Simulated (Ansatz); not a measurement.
Ansatz (a first-principles code) input (HSE06/def2-TZVPD):

Ansatz 0.2 input:
```yaml
crystal:
  periodic: [false, false, false]
  atoms:
    - {symbol: Se, position_ang: [-0.00000000, -0.00000000, -1.69647763]}
    - {symbol: C, position_ang: [0.00000000, 0.00000000, 0.00000000]}
    - {symbol: Se, position_ang: [0.00000000, 0.00000000, 1.69647763]}
basis:
  gaussian:
    orbitals: def2-TZVPD
hamiltonian:
  xc: {name: HSE06}
output: {forces: true}
```

Output:

```
Functional definition: HSE06
integrals: 0.10 GiB planned
1080 factors; their error is unknown
integrals: 0.13 GiB planned
55 factors; integrals over basis functions are off by at most 9.7e-5 eV
mean field: 0.80 GiB planned
mean field evaluation 1: about -131714.5731 eV, gradient 4.3e1 eV
mean field evaluation 2: about -131694.3167 eV, gradient 8.9e1 eV
mean field evaluation 4: about -131718.8647 eV, gradient 1.8e0 eV
mean field evaluation 8: about -131719.4463 eV, gradient 5.2e-2 eV
mean field evaluation 16: about -131719.4463 eV, gradient 1.4e-5 eV
mean field -131719.44627781 eV, -4840.6003680620 hartree, gradient 1.4e-5 eV, S^2 0.000000; 0 other end points of the search recorded, 0 dependent functions left out
the calculation of the forces begins
reference -131719.44632124 eV, -4840.6003696583 hartree; 37, 37 occupied and 114, 114 virtual orbitals, 1080 factors
Total energy: -131719.44632124 eV, -4840.6003696583 hartree
Atom 0 at    -0.000000    -0.000000    -1.696478 Å, force    -0.000000     0.000000     0.320591 eV/Å
Atom 1 at     0.000000     0.000000     0.000000 Å, force     0.000000    -0.000000    -0.000000 eV/Å
Atom 2 at     0.000000     0.000000     1.696478 Å, force     0.000000     0.000000    -0.320591 eV/Å
Dipole moment:     0.000000    -0.000000     0.000000 e Å
```
